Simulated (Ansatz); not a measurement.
A CCSD(T) single point on AlBrH$_{4}$SeSi.

```yaml
crystal:
  periodic: [false, false, false]
  atoms:
    - {symbol: Al, position_ang: [-0.535122, 1.364352, -0.733554]}
    - {symbol: Se, position_ang: [1.234446, 1.025501, 0.884339]}
    - {symbol: Si, position_ang: [0.639005, -1.101593, 0.776505]}
    - {symbol: Br, position_ang: [-0.797161, -1.239253, -1.033393]}
    - {symbol: H, position_ang: [-0.035050, 1.837493, -2.155132]}
    - {symbol: H, position_ang: [-1.946430, 1.737357, -0.128437]}
    - {symbol: H, position_ang: [-0.187833, -1.624291, 1.887410]}
    - {symbol: H, position_ang: [1.720244, -2.056666, 0.446360]}
basis:
  gaussian: {orbitals: def2-TZVPP}
correlation: {method: ccsd_t}
output: {orbitals: {seedname: orbitals}}
```

```sh
$ ansatz run in.yaml --threads 4 --pin off --events-out ev --progress --plain --max-ram 10444MiB
```

The program prints (abridged):

```
Functional definition: HF
1458 factors; integrals over basis functions are off by at most 1.0e-3 eV
mean field evaluation 1: about -149812.4201 eV, gradient 1.8e1 eV
mean field evaluation 2: about -149812.7110 eV, gradient 1.9e1 eV
mean field evaluation 4: about -149814.1822 eV, gradient 3.0e0 eV
mean field evaluation 8: about -149814.2202 eV, gradient 1.5e-1 eV
mean field -149814.22037999 eV, -5505.5710512388 hartree, gradient 4.7e-6 eV, S^2 0.000000; 0 other end points of the search recorded, 0 dependent functions left out
28 core orbitals not correlated, not the lowest: weight in the atoms' cores, before any rotation towards them, 0.948 or more for the frozen orbitals, at most 0.051 for the correlated occupied ones
reference -149814.22037999 eV, -5505.5710512388 hartree; 22, 22 occupied and 186, 186 virtual orbitals, 1458 factors
second order -20.53877606 eV of doubles, -0.00000000 eV of singles
cycle   1  -20.84444888 eV  change   -3.1e-1 eV  update   9.9e-2
cycle   2  -21.43169970 eV  change   -5.9e-1 eV  update   2.8e-2
cycle   3  -21.50018033 eV  change   -6.8e-2 eV  update   1.3e-2
cycle   4  -21.48380507 eV  change    1.6e-2 eV  update   3.0e-3
cycle   5  -21.48472483 eV  change   -9.2e-4 eV  update   1.2e-3
cycle   6  -21.48455841 eV  change    1.7e-4 eV  update   3.4e-4
cycle   7  -21.48434071 eV  change    2.2e-4 eV  update   1.3e-4
cycle   8  -21.48440607 eV  change   -6.5e-5 eV  update   4.8e-5
cycle   9  -21.48442234 eV  change   -1.6e-5 eV  update   2.0e-5
perturbative correction -0.81331491 eV, -0.0298887716 hartree
Total energy: -149836.51811724 eV, -5506.3904779689 hartree
```

Hardware: 4 threads of an Arm Neoverse V2 on a shared host. Wall time 3.7 min, peak host memory 4 GiB.

MP2 recovers 92.1 % of the CCSD(T) correlation energy and the triples give 3.6 %; T1 = 0.0086.
